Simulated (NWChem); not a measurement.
# Correlation energy of HAl

```
Al
H 1 1.6842
```
Charge 0, spin multiplicity 1.

All runs are NWChem calculations. Structure: optimised with PBE/def2-SVP, a minimum by its harmonic frequencies.

Basis set: cc-pVQZ. Each correlation energy counts from its own Hartree-Fock reference.

| method | correlation energy (mHa) | difference from CCSD(T) |
|---|---|---|
| RI-MP2 | -65.8 | +20.5 |
| MP2 | -65.8 | +20.5 |
| SCS-MP2 | -76.1 | +10.3 |
| CR-CCSD[T] | -86.2 | +0.1 |
| CR-CCSD(T) | -86.2 | +0.2 |
| CCSD | -84.7 | +1.6 |
| CCSD+T(CCSD) | -86.4 | 0.0 |
| CCSD(T) | -86.3 | 0.0 |

The values span 20.6 mHa, from CCSD+T(CCSD) (lowest) to RI-MP2 (highest). 

The correlated methods keep 5 core orbitals frozen. The structure started from a generated list of species. No row is a measurement; the coupled-cluster row has its own basis-set and correlation limits.
